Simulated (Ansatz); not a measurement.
Mulliken charges of AlBr$_{2}$HS (`[SH][Al]([Br])[Br]`) from PBE/def2-TZVPP in Ansatz (PBE0-D4/def2-TZVP geometry).

```json
{"atom": "S1", "x (Å)": "0.019", "y (Å)": "1.707", "z (Å)": "0.307", "charge (e)": "-0.205"}
{"atom": "Al2", "x (Å)": "0.235", "y (Å)": "-0.436", "z (Å)": "0.145", "charge (e)": "0.426"}
{"atom": "Br3", "x (Å)": "1.718", "y (Å)": "-1.466", "z (Å)": "1.462", "charge (e)": "-0.173"}
{"atom": "Br4", "x (Å)": "-0.995", "y (Å)": "-1.614", "z (Å)": "-1.308", "charge (e)": "-0.177"}
{"atom": "H5", "x (Å)": "-0.927", "y (Å)": "1.735", "z (Å)": "-0.649", "charge (e)": "0.130"}
```

By hand: the dipole of these point charges (1 e Å = 4.8032 D).

Σ q r = (-0.145, 0.229, -0.107) e Å, of length 0.291 e Å = 1.40 D.

How does the dipole of the full density compare? (Best estimate.)

Computed: (-0.116, 0.118, -0.097) e Å, 0.92 D; the point charges give 1.52 times that, at 14° from its direction.

Point charges leave out the atoms' own dipoles, such as those of lone pairs, and Mulliken's split depends on the basis, so the two needn't agree.
